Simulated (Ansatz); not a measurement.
BrFSn, SMILES `[F][Sn][Br]`, relaxed with RKS PBE-D4/def2-SVP in the Gaussian-basis code of Ansatz from a rough embedded geometry. The force threshold is 0.03 eV/Å; the program also tests the step.

The species carries charge 0 and has multiplicity 1. Sn takes the def2 core potential.

Start:

```xyz
3

F    -0.970    1.395    0.199
Sn    0.679    0.531   -0.119
Br    0.291   -1.926   -0.080
```

(1) How much energy does the relaxation release, and in how many steps? (Estimate.)

(2) Which bonds change most? (An estimate is asked.)

(3) Give the relaxed structure. (Best estimate.)

Answers

(1) Computed: 0.18 eV, in 3 steps.

(2) Ansatz gave: F1–Sn2 from 1.888 to 1.978 Å; Sn2–Br3 from 2.487 to 2.561 Å.

(3) Computed: 
```xyz
3

F    -1.017    1.325    0.207
Sn    0.786    0.588   -0.138
Br    0.231   -1.912   -0.069
```
